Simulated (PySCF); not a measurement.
A species of formula C5H6OS has this rotational fingerprint, computed with PBE0-D3(BJ)/def2-SVP geometry optimisation, gas phase (PySCF):

- Rotational constants: A = 6533, B = 1484, C = 1219 MHz
- Dipole components: |μa| = 1.14 D, |μb| = 1.44 D, |μc| = 0.00 D
- Inertial defect: -3.25 u·Å²
- κ: -0.90

Question: Which candidate fits, each taken in the one conformer that was computed?
A. `[CH3:1][O:2][c:3]1[cH:4][cH:5][cH:6][s:7]1` with C1–O2–C3–C4 2°
B. `[CH3:1][O:2][c:3]1[cH:4][cH:5][s:6][cH:7]1` with C1–O2–C3–C4 1°
C. `[CH3:1][S:2][c:3]1[cH:4][cH:5][o:6][cH:7]1` with C1–S2–C3–C4 180°

Answer: B. It is COc1ccsc1, a near-prolate asymmetric top, point group Cs. The candidates at the same level (rigid rotor, commonest isotopes):

```json
{"SMILES": "COc1ccsc1", "A (MHz)": "6533", "B (MHz)": "1484", "C (MHz)": "1219", "μa (D)": "1.14", "μb (D)": "1.44", "μc (D)": "0.00", "Δ (u·Å²)": "-3.25", "point group": "Cs", "rotor": "near-prolate asymmetric top"}
{"SMILES": "CSc1ccoc1", "A (MHz)": "5874", "B (MHz)": "1502", "C (MHz)": "1206", "μa (D)": "0.37", "μb (D)": "0.81", "μc (D)": "0.00", "Δ (u·Å²)": "-3.27", "point group": "Cs", "rotor": "asymmetric top"}
{"SMILES": "COc1cccs1", "A (MHz)": "4842", "B (MHz)": "1812", "C (MHz)": "1330", "μa (D)": "1.19", "μb (D)": "1.42", "μc (D)": "0.00", "Δ (u·Å²)": "-3.27", "point group": "Cs", "rotor": "asymmetric top"}
```

`COc1cccs1` has A 26 % too low; `CSc1ccoc1` has A 10 % too low. In the right answer the mirror of this Cs structure is the ab plane, so μc vanishes by symmetry (the 0.01 D computed is a residue). No structure here is proved a minimum.
